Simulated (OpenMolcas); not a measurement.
**Cr4+: ligand-field states by method**

Cr4+ with its 6 nearest fluoride ions at 1.84 Å, on the Ge site of Cs2GeF6 (a = 9.021 Å, distance in the model lattice 1.804 Å). The rest of the host is ab initio model potentials to 7.6 Å and point charges beyond; the distance is set by hand and nothing relaxes. Ligand basis ANO-RCC-VDZP.

```json
{
 "Program": "OpenMolcas 26.06",
 "Basis": "ANO-RCC-VTZP [6s5p3d2f1g]",
 "Scalar Hamiltonian": "DKH2, point nucleus",
 "Active space": "2 electrons in 5 orbitals (3d)",
 "State averaging": "2S+1 = 3 even, 10 roots; 2S+1 = 1 even, 15 roots",
 "Spin-orbit coupling": "RASSI with atomic mean-field integrals over the reference wave functions"
}
```

I. CASSCF
II. SS-CASPT2, IPEA 0.25 Eh, imaginary shift 0.1 Eh (closed shells correlated: 3s 3p and the ligand valence shells)

Spin-free states (labels of O, the rotations of Oh) in cm-1, each column counted from its own energy of the first state listed:

| State | Degeneracy | I | II |
| --- | --- | --- | --- |
| 3T1 | 3 | 0 | 0 |
| 1T2 | 3 | 15030 | 10310 |
| 1E | 2 | 15496 | 10740 |
| 3T2 | 3 | 18524 | 23290 |
| 1A1 | 1 | 31879 | 24140 |
| 3T1 | 3 | 32182 | 33240 |
| 1T2 | 3 | 34534 | 34350 |
| 1T1 | 3 | 38255 | 37760 |
| 3A2 | 1 | 38985 | 48250 |
| 1E | 2 | 54753 | 58070 |
| 1A1 | 1 | 74839 | 71550 |

From I to II, I's first state of the same spin (3T2) moves from 18524 to 23290 cm-1, by about +4800 cm-1.

From I to II, I's first state of another spin (1T2) moves from 15030 to 10310 cm-1, by about -4700 cm-1.

I: A least-squares ligand-field fit to the states below 45000 cm-1, each weighted by its degeneracy and with a free common offset, gives 10Dq = 19902 cm-1, B = 1035 cm-1 and C = 3869 cm-1 (C/B = 3.74), with an rms deviation of 361 cm-1. 

II: A least-squares ligand-field fit to the states below 45000 cm-1, each weighted by its degeneracy and with a free common offset, gives 10Dq = 24507 cm-1, B = 797 cm-1 and C = 2579 cm-1 (C/B = 3.24), with an rms deviation of 274 cm-1. The same method and metal basis give the free ion B = 1127 cm-1 (fit to its terms below 60000 cm-1, rms deviation 686 cm-1), so the nephelauxetic ratio is β = 797 / 1127 = 0.71; it hangs on how both fits weigh the states, and computed free-ion B values tend to be too large, so β mixes covalency with correlation.

From I to II, 10Dq changes by +23 %, B by -23 % and C by -33 %.

χT at 300 K: I 0.73, II 0.73 cm3 K/mol.

Roots that are degenerate in the reference are averaged as groups; the widest CASPT2 spread within a group is 65 cm-1 (the 2-fold group of multiplicity 1 near 58100 cm-1 above the lowest state of its run, II). Shifts and gaps below about the spread of the groups concerned are not significant. Over all roots computed the reference weight is 0.69 to 0.71 in II; a low but even weight reflects the number of correlated electrons. An orbital triplet at a regular site is open to Jahn-Teller coupling, which can distort the site and quench the lowest spin-orbit gaps and is left out. The least metal-like active orbital is 81 % on the metal (Löwdin) and no ligand orbital is active, so the numbers are rough. Ligand-to-metal charge-transfer states are missing. With no ligand orbital active B as a rule stays too high, so bands that hang on it stand too high and its fall with covalency is understated. Without dynamic correlation the repulsion within the d shell is too large (B by tens of per cent), so at a given field states of lower spin stand too high (holds for I). With metal d orbitals alone and no dynamic correlation 10Dq can be off by a tenth to a fifth, either way, in oxide and fluoride hosts (holds for I). With one d shell and no ligand orbital active, 10Dq can be off by a tenth or more (holds for II). No measured value stands beside these numbers; the geometry was set by hand and not optimised.
